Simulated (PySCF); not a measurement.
A structure optimised at B3LYP-D3(BJ)/def2-SVP, used in a PySCF frequency run:

```
C
H 1 1.1107
O 1 1.4556 2 109.71
C 3 1.4451 1 104.47 2 -93.98
H 4 1.1022 3 110.59 1 -142.32
H 4 1.1091 5 108.03 3 122.68
C 1 1.5150 2 109.82 3 122.38
H 7 1.1014 1 111.28 2 177.37
H 7 1.1020 8 108.45 1 121.58
H 7 1.1026 8 107.84 9 116.79
Si 4 1.9029 5 120.53 6 136.65
O 11 1.6669 4 123.35 5 -111.23
H 12 0.9644 11 117.80 4 -45.17
H 11 1.4860 12 104.53 13 -179.45
```

Problem. Write its SMILES and formula.

Solution. C[C@H]1OC[Si@@H]1O, C₃H₈O₂Si

Problem. What are its rotational constants (standard atomic weights)?

Solution. 4.4005, 2.3092, 1.7023 GHz
